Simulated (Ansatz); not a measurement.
Reaction (ligand exchange at the Si–F bond): `CO[SiH](F)[SiH3]` + H₂S → `CO[SiH]([SiH3])S` + H–F

Isolated molecules relaxed with PBE0-D4/def2-TZVP in Ansatz; ΔE leaves out vibrations. CCSD(T)/CBS adds triple-zeta CCSD(T) − MP2 to the extrapolated MP2 energy (def2 sets, frozen cores). This one scheme is used for every species. Functionals use def2-TZVPP. One conformer a species, not always the lowest.

```csv
level,ΔE (kJ/mol)
r2SCAN,77.0
LC-ωPBE,78.8
MP2/def2-TZVPP,69.5
MP2/CBS(def2),65.9
```

Question: What does CCSD(T)/CBS give? (An estimate is asked.)

Answer: Computed: +72.6 kJ/mol. The listed levels differ from it by 4.4, 6.2, -3.1, -6.7 kJ/mol.

Largest T1 diagnostic among the species: 0.012.

Leaving LDA and LC-ωPBE aside and taking each functional with its dispersion term where it has one, the values, not all of them listed here, spread over 29.4 kJ/mol, from revPBE-D4 to CAM-B3LYP-D4. At CCSD(T), def2-SVP lies +5.0 kJ/mol from the extrapolated value and def2-TZVPP +3.6 kJ/mol.
